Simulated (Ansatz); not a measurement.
`FBF` + `[OH][GeH3]` → `FB[O][GeH3]` + H–F at 298.15 K and 1 bar (ligand exchange at a B–F bond).

Computed with Ansatz on PBE0-D4/def2-TZVP structures; ΔE is electronic, products minus reactants. CBS: MP2 limit from def2 TZ/QZ plus the TZ coupled-cluster correction, frozen cores. This one scheme is used for every species. For Ge outer-core shells are correlated without core-valence functions, which leaves a few kJ/mol of doubt a bond. Scalar relativity is left out up to krypton. Each species was taken in one conformer, which may not be the lowest.

```json
{"species": "`FBF`", "CCSD(T)/CBS energy (Eh)": "-225.09427", "H − E (kJ/mol)": "57.8", "S (J/(mol·K))": "244.5"}
{"species": "`[OH][GeH3]`", "CCSD(T)/CBS energy (Eh)": "-2153.69723", "H − E (kJ/mol)": "109.3", "S (J/(mol·K))": "272.0"}
{"species": "`FB[O][GeH3]`", "CCSD(T)/CBS energy (Eh)": "-2278.39547", "H − E (kJ/mol)": "133.0", "S (J/(mol·K))": "329.4"}
{"species": "H–F", "CCSD(T)/CBS energy (Eh)": "-100.39570", "H − E (kJ/mol)": "33.5", "S (J/(mol·K))": "173.6"}
```

H − E and S are ideal-gas, rigid-rotor, harmonic terms from PBE0-D4/def2-TZVP, for one conformer and one mirror image of each species. 1 Eh = 2625.50 kJ/mol, R = 8.31446 J/(mol·K).

Q: By hand: ΔE, ΔH, ΔS and ΔG.

A: ΔE = (-2278.39547) + (-100.39570) − (-225.09427) − (-2153.69723) = 0.00033 Eh = 0.9 kJ/mol. Δ(H − E) = 133.0 + 33.5 − 57.8 − 109.3 = -0.6, so ΔH = 0.3 kJ/mol. ΔS = 329.4 + 173.6 − 244.5 − 272.0 = -13.5 J/(mol·K). ΔG = 0.3 − 298.15 × (-13.5)/1000 = 4.3 kJ/mol.

Q: By hand: the equilibrium constant, and the temperature at which ΔG would vanish if ΔH and ΔS stayed fixed.

A: log₁₀ K = −ΔG/(RT ln 10) = -0.8. ΔH and −TΔS have one sign here, so there is no such temperature. One of them is within its doubt of zero, so this could turn.

TΔS isn't small against ΔH here. The sign of ΔG lies within the doubt. A doubt of 5 kJ/mol in ΔE shifts log₁₀ K by 0.9 here. Other conformers and mirror images would add mixing entropy, several J/(mol·K) or more a flexible species. These are equilibria of isolated gas molecules and say nothing of rates. Largest T1 diagnostic: 0.013 (customary marks: 0.02 for closed shells, 0.045 for open ones).
